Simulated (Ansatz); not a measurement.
```xyz
7

F    -1.3033    1.5834   -0.7791
B    -1.0414    0.6967    0.1529
Ge    0.6542   -0.5056   -0.0020
F     1.5027   -0.1045   -1.4772
H    -1.8083    0.6167    1.0743
H     1.6674   -0.2793    1.1355
H     0.3288   -2.0074   -0.1043
```

Charge 0, multiplicity 1.

Problem. List the ωB97M-V/def2-TZVPP orbital energies in eV (the Gaussian-basis code of Ansatz). (Best estimate.)

Solution. Ansatz gave: Occupied: -10867.11, -1362.92, -1210.66, -1210.64, -1210.63, -678.67, -676.44, -190.18, -174.75, -124.05, -123.96, -123.94, -37.50, -37.23, -36.80, -36.77, -36.70, -36.69, -34.17, -19.42, -18.36, -16.67, -16.29, -15.08, -14.22, -14.19, -13.55, -11.85, -10.55. Lowest empty: 0.00, 1.38, 2.28, 3.07, 3.81, 4.00, 4.41, 4.57.
